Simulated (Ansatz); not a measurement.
`CCC(C)(C)CC(C)(C)C`. Charge 0, multiplicity 1. Geometry PBE-D4/def2-SVP.

Cartesian coordinates in Å:
```
C -2.3744 -1.3186 0.1386
C -1.7505 -0.0688 0.7630
C -0.2762 -0.1797 1.2333
C 0.0714 1.1057 2.0141
C -0.1392 -1.3570 2.2247
C 0.7485 -0.4597 0.0900
C 0.8960 0.3887 -1.2122
C 0.9588 1.9065 -0.9622
C 2.2344 -0.0443 -1.8519
C -0.2205 0.0953 -2.2349
H -1.7911 -1.6942 -0.7249
H -2.4566 -2.1481 0.8694
H -3.3993 -1.1056 -0.2276
H -1.8350 0.7867 0.0590
H -2.3581 0.2267 1.6476
H -0.1569 2.0267 1.4464
H -0.5138 1.1497 2.9562
H 1.1467 1.1330 2.2871
H 0.8801 -1.3866 2.6626
H -0.8616 -1.2567 3.0617
H -0.3167 -2.3368 1.7374
H 0.6031 -1.5116 -0.2429
H 1.7453 -0.4596 0.5859
H 1.7297 2.1675 -0.2092
H 1.2166 2.4357 -1.9036
H -0.0109 2.3139 -0.6144
H 3.0926 0.2006 -1.1921
H 2.2558 -1.1381 -2.0399
H 2.3957 0.4682 -2.8230
H -0.2768 -0.9882 -2.4681
H -1.2181 0.4193 -1.8830
H -0.0188 0.6294 -3.1870
```

B3LYP takes the VWN-RPA correlation.

(1) Estimate the orbital energies around the gap (eV) in Ansatz with revPBE-D4/def2-TZVP, r2SCAN-D4/def2-TZVP, B3LYP-D4/6-31G, PBE0-D4/def2-SVP, PBE0-D4/def2-TZVP.

## Answers

(1) 
```tsv
orbital	revPBE-D4/def2-TZVP	r2SCAN-D4/def2-TZVP	B3LYP-D4/6-31G	PBE0-D4/def2-SVP	PBE0-D4/def2-TZVP
HOMO−5	-7.94	-8.28	-9.02	-9.34	-9.38
HOMO−4	-7.67	-8.00	-8.71	-9.06	-9.08
HOMO−3	-7.57	-7.89	-8.58	-8.94	-8.96
HOMO−2	-7.31	-7.63	-8.30	-8.67	-8.69
HOMO−1	-7.09	-7.40	-8.05	-8.42	-8.44
HOMO	-6.89	-7.18	-7.82	-8.20	-8.22
LUMO	0.17	0.60	1.74	1.37	0.83
LUMO+1	0.93	1.50	2.76	2.22	1.63
LUMO+2	1.06	1.62	2.97	2.44	1.76
LUMO+3	1.28	1.77	3.11	2.59	1.99
LUMO+4	1.44	1.98	3.29	2.75	2.18
LUMO+5	1.52	2.04	3.39	2.90	2.26
```
